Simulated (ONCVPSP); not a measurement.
## Reading a pseudo-wave (H)

Columns: radius, all-electron u(r) and pseudo u(r) of the 1s shell (level -6.35 eV) of hydrogen in the configuration 1s1; LDA (Perdew-Wang 92), non-relativistic, ONCV scheme, ONCVPSP 4.0.1.

| r (bohr) | all-electron | pseudo |
| --- | --- | --- |
| 0.065 | 0.1128 | 0.0851 |
| 0.130 | 0.2113 | 0.1688 |
| 0.195 | 0.2971 | 0.2498 |
| 0.260 | 0.3712 | 0.3265 |
| 0.325 | 0.4348 | 0.3975 |
| 0.390 | 0.4892 | 0.4617 |
| 0.455 | 0.5351 | 0.5183 |
| 0.520 | 0.5736 | 0.5670 |
| 0.585 | 0.6054 | 0.6077 |
| 0.650 | 0.6312 | 0.6409 |
| 0.715 | 0.6518 | 0.6669 |
| 0.780 | 0.6676 | 0.6862 |
| 0.845 | 0.6794 | 0.6990 |
| 0.910 | 0.6874 | 0.7058 |
| 0.975 | 0.6922 | 0.7074 |
| 1.040 | 0.6941 | 0.7048 |
| 1.105 | 0.6936 | 0.6996 |
| 1.170 | 0.6908 | 0.6932 |
| 1.235 | 0.6861 | 0.6865 |
| 1.300 | 0.6798 | 0.6798 |
| 1.365 | 0.6719 | 0.6720 |
| 1.430 | 0.6629 | 0.6629 |
| 1.495 | 0.6527 | 0.6528 |
| 1.560 | 0.6417 | 0.6417 |
| 1.625 | 0.6299 | 0.6299 |
| 1.690 | 0.6175 | 0.6175 |

Task: How many radial nodes do the two functions have?

Result: The all-electron 1s function has n − l − 1 = 0; the pseudo-wave has 0.

Task: At about which radius was the pseudo-wave matched?

Result: 1.30 bohr, where the columns begin to agree (steps of 0.07 bohr).

Task: Is the pseudo-wave norm-conserving?

Result: Yes: the ONCV scheme keeps the norm inside the radius equal to the all-electron one, which fixes the energy derivative of the logarithmic derivative at the level.
